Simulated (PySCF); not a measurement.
PySCF input:

```python
from pyscf import gto, scf, dft

mol = gto.M(
    atom='''
    Rb   -0.00000000   -0.00000000   -0.67636361
    F     0.00000000    0.00000000    2.78060594
    ''',
    basis='def2-tzvpd',
    ecp='def2-tzvp',
    charge=1,
    spin=1,
    symmetry='C2v',
    verbose=4,
)

mf = dft.UKS(mol, xc='pw6b95').density_fit(auxbasis='def2-universal-jkfit')
mf.grids.level = 3
mf.conv_tol = 1e-9
mf.max_cycle = 100
mf.max_memory = 1500
mf.kernel()
if not mf.converged:
    mf = mf.newton()
    mf.kernel(mf.make_rdm1())
mf.analyze()
```

What final total energy does it print?

-123.80143 Eh (PW6B95/def2-TZVPD).
